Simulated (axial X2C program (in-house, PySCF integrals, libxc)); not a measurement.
## BiS⁻: from the spin-free to the two-component result

Calculated with an in-house all-electron X2C program for linear molecules (integrals from PySCF). Spin-free means the one-electron spin-free X2C Hamiltonian; two-component (2c) means X2C with spin–orbit coupling and atomic mean-field two-electron Coulomb and Gaunt terms, so the difference of the two also holds small scalar two-electron terms. Basis: Bi dyall-acv3z [13s15p11d7f1g], S dyall-av3z [9s8p3d2f] (cores contracted in-house); Gaussian nuclei, density fitting, unrestricted open shells. Masses: Bi 208.980 u, S 31.972 u.

Spin-free state: M_S = 1, Λ = 0 (beyond evenly filled blocks: π+α, π-α); fragments Bi + S-.

```tsv
level	Re (Å)	ωe (cm⁻¹)	De (eV)	μ (D)
PBE0	2.393	381.8	3.030	-5.13
BP86	2.431	353.8	3.299	-4.76
```

Dipoles are positive if S is the positive end and refer to the centre of mass.

Two-component determinant lowest at the distance of the search:

Ω = 0 (closed shell); fragments Bi + S-.

```csv
level,Re (Å),ωe (cm⁻¹),De (eV),μ (D)
PBE0,2.425,357.1,2.734,-6.08
BP86,2.469,326.5,2.985,-5.86
```

Task: From the two tables, how do the constants change at the PBE0 level (2c against spin-free)?

Result: At the PBE0 level Re rises by 0.032 Å and ωe decreases by 24.7 cm⁻¹; De is not compared, since the atomic limits differ or miss part of their spin–orbit lowering.

The state is a single determinant with fixed occupations, the lowest that a limited PBE0 search found. The closed shell is kept restricted, so the energy runs too high when the bond is stretched far. Dissociation energies refer to the lowest single-determinant-based atoms at the same level and basis. The 2c atoms are single determinants rather than J levels; their spin–orbit lowering is only partly caught, and De is too large by that part. This holds for PBE0, BP86. PBE0 can misorder states that lie within some tenths of an eV, so this need not be the ground state of the molecule. The nearest other spin-free determinant of the search, M_S = 0, Λ = 2, lies 0.55 eV up at the distance of the search. The functionals have no current-density term, which raises determinants with orbital currents, atoms included. The 2c closed shell (π1/2)² is the Ω = 0⁺ component of the spin-free π² triplet, mixed with the ¹Σ⁺ state; no single spin-free determinant represents it. The highest occupied level of some functionals is positive through self-interaction error; at Hartree–Fock it is bound.
